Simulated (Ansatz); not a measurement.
Geometry optimisation, Ansatz, RHF/def2-SVP.

Input file:

```yaml
crystal:
  periodic: [false, false, false]
  atoms:
    - { symbol: F, position_ang: [0.7181, -1.8626, -0.4688] }
    - { symbol: C, position_ang: [1.0565, -0.5104, -0.6929] }
    - { symbol: F, position_ang: [2.3115, -0.2411, -1.1431] }
    - { symbol: O, position_ang: [0.1763, 0.2198, -1.432] }
    - { symbol: C, position_ang: [0.2893, 0.5903, -0.1014] }
    - { symbol: Al, position_ang: [-1.3438, 0.1739, 0.9885] }
    - { symbol: H, position_ang: [0.8285, 1.582, -0.0335] }
    - { symbol: H, position_ang: [-2.05913, 1.36659, 1.74419] }
    - { symbol: H, position_ang: [-1.93956, -1.3284, 1.05965] }
basis:
  gaussian: { orbitals: def2-SVP }
hamiltonian:
  xc: hf
relax:
  f_tol: 0.015
  max_steps: 40
```

Command:

```bash
$ ansatz run input.yaml --threads 1 --pin off --max-ram 2048MiB --backend cpu --events-out ev --progress --plain --runs-dir out
```

**Question.** Where does it end, and by what steps?

**Answer.** It converged. The force dipped under the threshold on the way, but the program's further checks kept it going. After 21 steps the energy has fallen by 0.847 eV; H8 moved furthest, 0.86 Å.

```json
{"step": "0", "energy less start (eV)": "0.0000", "largest force component (eV/Å)": "3.998", "accepted": "yes"}
{"step": "1", "energy less start (eV)": "-0.6632", "largest force component (eV/Å)": "1.803", "accepted": "yes"}
{"step": "2", "energy less start (eV)": "-0.8034", "largest force component (eV/Å)": "0.758", "accepted": "yes"}
{"step": "3", "energy less start (eV)": "-0.8225", "largest force component (eV/Å)": "0.226", "accepted": "yes"}
{"step": "4", "energy less start (eV)": "-0.8260", "largest force component (eV/Å)": "0.084", "accepted": "yes"}
{"step": "5", "energy less start (eV)": "-0.8267", "largest force component (eV/Å)": "0.140", "accepted": "yes"}
{"step": "6", "energy less start (eV)": "-0.8306", "largest force component (eV/Å)": "0.156", "accepted": "yes"}
{"step": "7", "energy less start (eV)": "-0.8327", "largest force component (eV/Å)": "0.078", "accepted": "yes"}
{"step": "8", "energy less start (eV)": "-0.8351", "largest force component (eV/Å)": "0.205", "accepted": "yes"}
{"step": "9", "energy less start (eV)": "-0.8371", "largest force component (eV/Å)": "0.145", "accepted": "yes"}
{"step": "10", "energy less start (eV)": "-0.8414", "largest force component (eV/Å)": "0.094", "accepted": "yes"}
{"step": "11", "energy less start (eV)": "-0.8365", "largest force component (eV/Å)": "0.295", "accepted": "no"}
{"step": "12", "energy less start (eV)": "-0.8428", "largest force component (eV/Å)": "0.137", "accepted": "yes"}
{"step": "13", "energy less start (eV)": "-0.8447", "largest force component (eV/Å)": "0.074", "accepted": "yes"}
{"step": "14", "energy less start (eV)": "-0.8446", "largest force component (eV/Å)": "0.134", "accepted": "no"}
{"step": "15", "energy less start (eV)": "-0.8457", "largest force component (eV/Å)": "0.027", "accepted": "yes"}
{"step": "16", "energy less start (eV)": "-0.8461", "largest force component (eV/Å)": "0.012", "accepted": "yes"}
{"step": "17", "energy less start (eV)": "-0.8464", "largest force component (eV/Å)": "0.039", "accepted": "yes"}
{"step": "18", "energy less start (eV)": "-0.8464", "largest force component (eV/Å)": "0.038", "accepted": "yes"}
{"step": "19", "energy less start (eV)": "-0.8465", "largest force component (eV/Å)": "0.018", "accepted": "yes"}
{"step": "20", "energy less start (eV)": "-0.8466", "largest force component (eV/Å)": "0.019", "accepted": "yes"}
{"step": "21", "energy less start (eV)": "-0.8466", "largest force component (eV/Å)": "0.004", "accepted": "yes"}
```

```xyz
9
Properties=species:S:1:pos:R:3
F 1.078 -1.653 -0.116
C 1.094 -0.444 -0.648
F 2.331 -0.166 -0.982
O 0.159 -0.175 -1.527
C 0.151 0.567 -0.240
Al -1.384 0.177 0.968
H 0.521 1.579 -0.384
H -1.489 1.031 2.287
H -2.423 -0.926 0.561
```

Whether the end is a true minimum wasn't checked by a vibrational analysis.

Time of the run: 60 s on 1 thread of Arm Neoverse V1, on a shared host, peak memory 0.2 GiB.
